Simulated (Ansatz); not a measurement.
```yaml
crystal:
  periodic: [false, false, false]
  atoms:
    - {symbol: C, position_ang: [-0.850613, 1.050526, 0.538373]}
    - {symbol: O, position_ang: [-0.326680, 0.430591, 0.414779]}
    - {symbol: In, position_ang: [0.183260, 0.008911, -0.816202]}
    - {symbol: C, position_ang: [0.915796, -1.156893, -0.524161]}
    - {symbol: H, position_ang: [-0.473449, 1.872538, 0.336809]}
    - {symbol: H, position_ang: [-0.752733, 1.312935, 1.390878]}
    - {symbol: H, position_ang: [-1.576613, 1.173942, 0.378238]}
    - {symbol: H, position_ang: [0.835393, -1.236204, 0.123181]}
    - {symbol: H, position_ang: [1.372137, -1.339761, -0.945101]}
    - {symbol: H, position_ang: [0.410914, -1.894315, -0.788313]}
basis:
  gaussian: {orbitals: def2-TZVP, final_grid: {core_spheres: 5, valence_spheres: 4, degree: 11}}
magnetization: {spin_polarized: true, initial_magnetization: 1}
hamiltonian: {xc: {name: B97M-V}}
```

```sh
$ ansatz run in.yaml --threads 4 --pin off --events-out ev --progress --plain --max-ram 10444MiB
```

Output, abridged:

```
Functional definition: B97M-V
1163 factors; their error is unknown
mean field evaluation 1: about -9276.2538 eV, gradient 1.2e2 eV
mean field evaluation 2: about -9088.0921 eV, gradient 2.2e2 eV
mean field evaluation 4: about -9314.9462 eV, gradient 3.2e1 eV
mean field evaluation 8: about -9318.5211 eV, gradient 2.0e-1 eV
mean field evaluation 16: about -9318.5322 eV, gradient 2.6e-5 eV
mean field -9318.53220614 eV, -342.4497422476 hartree, gradient 2.6e-5 eV, S^2 0.751359; 6 other end points of the search recorded, 0 dependent functions left out
reference -9318.53229698 eV, -342.4497455861 hartree; 24, 23 occupied and 155, 156 virtual orbitals, 1163 factors
Total energy: -9318.53229698 eV, -342.4497455861 hartree
```

Problem. Something in this input is off. What?

Solution. The geometry is squeezed to about two thirds of its size. The calculation finished and met its thresholds. The result belongs to that input, not to the molecule as meant.
